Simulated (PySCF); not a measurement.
# Two-component Hartree-Fock for Cd²⁺ (cadmium, charge +2)

Start: [Kr] 4d10. Calculated with PySCF 2.14 in x2c-TZVPall-2c: generalised Hartree-Fock with the X2C-1e Hamiltonian and a Gaussian nucleus; one run each with spin-orbit coupling (SO) switched off, then screened by Boettger's factors.

```
spinor shell  electrons  ε, spin-free (eV)  ε, screened SO (eV)  weight of nominal j (screened SO)  rms radius, screened SO (bohr)
       1s1/2          2           -26864.7             -26862.6                              1.000                          0.0348
       2s1/2          2            -4092.4              -4091.8                              1.000                           0.142
       2p1/2          2            -3666.8              -3800.2                              1.000                           0.124
       2p3/2          4            -3666.8              -3605.6                              1.000                           0.128
       3s1/2          2            -815.74              -815.60                              1.000                           0.381
       3p1/2          2            -672.73              -697.35                              1.000                           0.375
       3p3/2          4            -672.73              -661.38                              1.000                           0.386
       3d3/2          4            -449.47              -453.72                              1.000                           0.362
       3d5/2          6            -449.47              -446.51                              1.000                           0.365
       4s1/2          2            -147.39              -147.37                              1.000                           0.944
       4p1/2          2            -103.33              -107.56                              1.000                            1.01
       4p3/2          4            -103.33              -101.39                              1.000                            1.04
       4d3/2          4            -38.066              -38.560                              1.000                            1.34
       4d5/2          6            -38.066              -37.735                              1.000                            1.36
```

```json
{"quantity": "E (hartree)", "spin-free": "-5589.93357", "screened SO": "-5591.05823"}
{"quantity": "M_J", "spin-free": "0", "screened SO": "0"}
{"quantity": "⟨J²⟩", "spin-free": "0.000", "screened SO": "0.000"}
{"quantity": "⟨L²⟩", "spin-free": "0.000", "screened SO": "0.016"}
{"quantity": "⟨S²⟩", "spin-free": "0.000", "screened SO": "0.016"}
```

Breit and QED terms are absent; they matter most for the inner s and p1/2 levels.

Densities and radii are taken from the X2C orbitals without a picture-change correction, which distorts them close to the nucleus.

Without spin-orbit coupling the j labels of p, d and f shells carry no meaning; the spin-free column gives the mean over the occupied spinors of each nl shell.
